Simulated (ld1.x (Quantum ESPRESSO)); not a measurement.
u(r) = r·R(r): atom against pseudo-atom (Cr)

Columns: radius, all-electron u(r) and pseudo u(r) of the 3d shell (level -3.01 eV) of chromium in the configuration [Ne] 3s2 3p6 3d5 4s1 4p0; PBEsol, non-relativistic, PAW scheme, ld1.x (Quantum ESPRESSO) 7.5.

```csv
r (bohr),all-electron,pseudo
0.175,0.1506,0.0042
0.350,0.4595,0.0319
0.525,0.6819,0.0969
0.700,0.7852,0.1984
0.875,0.8030,0.3205
1.050,0.7741,0.4386
1.225,0.7238,0.5286
1.400,0.6663,0.5755
1.575,0.6084,0.5781
1.750,0.5535,0.5481
1.925,0.5029,0.5028
2.100,0.4571,0.4571
2.275,0.4159,0.4159
2.450,0.3789,0.3789
2.625,0.3455,0.3455
2.800,0.3155,0.3155
2.975,0.2883,0.2883
3.150,0.2637,0.2637
3.325,0.2413,0.2413
3.500,0.2209,0.2209
3.675,0.2022,0.2022
3.850,0.1851,0.1851
4.025,0.1695,0.1695
4.200,0.1552,0.1552
4.375,0.1421,0.1421
4.550,0.1301,0.1301
```

(1) How many radial nodes do the two functions have?

(2) At about which radius was the pseudo-wave matched?

(3) Is the pseudo-wave norm-conserving?

Results:

(1) The all-electron 3d function has n − l − 1 = 0; the pseudo-wave has 0.

(2) 2.10 bohr, where the columns begin to agree (steps of 0.17 bohr).

(3) No, it belongs to a PAW set: the norm inside the radius is not constrained, and the difference is carried by the augmentation charge.
